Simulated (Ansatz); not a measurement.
A structure drawn as `CN[SiH2]O`, with this starting geometry:

Cartesian coordinates in Å:
```
C 1.057 0.203 -0.960
N 0.661 0.358 0.370
Si -0.642 -0.425 1.042
O -1.994 0.179 0.357
H 0.339 0.581 -1.722
H 1.354 -0.837 -1.254
H 2.010 0.777 -1.145
H 0.548 1.300 0.588
H -0.630 -0.198 2.545
H -0.579 -1.882 0.725
H -2.124 -0.056 -0.544
```

Charge 0, multiplicity 1.

Question: Does it keep its bonds when Ansatz relaxes it at PBE-D4/def2-SVP and then PBE0-D4/def2-TZVP?

Answer: Yes, every drawn bond is still there and no new one forms.

Question: Give the relaxed structure. (Best estimate.)

Answer: The calculation gave: 
Z-matrix (Å, degrees):
```
C
N 1 1.446
H 1 1.097 2 113.4
H 1 1.093 2 109.4 3 -120.0
H 1 1.094 2 111.4 3 121.9
Si 2 1.705 1 125.5 3 97.3
H 2 1.008 1 113.7 3 -65.2
O 6 1.652 2 118.0 1 -83.0
H 6 1.489 2 105.4 1 38.4
H 6 1.479 2 107.7 1 160.6
H 8 0.958 6 117.8 2 73.7
```
All modes are real.

Atoms count as bonded under 1.1 times the sum of their covalent radii (H–H under 0.85 Å, pairs among N, O and F under 1.55 Å), and a drawn bond as lost past 1.3 times.
